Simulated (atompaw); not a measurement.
Pseudopotential generation for fluorine: PAW (atompaw), PBE, scalar-relativistic.

atompaw 4.2.0.5 input, output lines left out:

```
F 9
GGA-PBE scalarrelativistic loggrid 1500 logderivrange -4 5 226
2 2 0 0 0 0
2 0 1
0 0 0
c
v
v
1
1.20 1.00 0.95 1.05
y
-0.7
n
y
-0.5
n
custom rrkj gramschmidtortho sinc
2 0.5 vpsmatchnc
1.20
1.20
1.20
1.20
```

All-electron outer shells of the reference configuration (PBE, scalar-relativistic, ld1.x):

```
shell  level (eV)  outermost node (bohr)  outermost maximum (bohr)
   1s     -664.00                      –                      0.11
   2s      -30.38                   0.24                      0.76
   2p      -11.54                      –                      0.71
```

Question: Estimate the cutoffs (Ry, on a coarse ladder) from which the occupation-weighted sum of valence levels, in a spherical-Bessel basis at the reference potential, stays within 10 and 1 mRy of its value at 400 Ry.

Answer: 50 Ry and 90 Ry.

Question: Does the potential have ghost states?

Answer: No extra level below or beside the all-electron valence levels (s, p, d, f tested).

Question: Is the overlap operator S = 1 + Σ q|β⟩⟨β| positive definite (Bessel basis up to 400 Ry)?

Answer: Yes: its lowest eigenvalue is 0.53 (s channel).

Question: Which valence shell sets the plane-wave cutoff?

Answer: 2p: its level needs 55 Ry to come within 1 mRy, against 35 Ry for 2s.
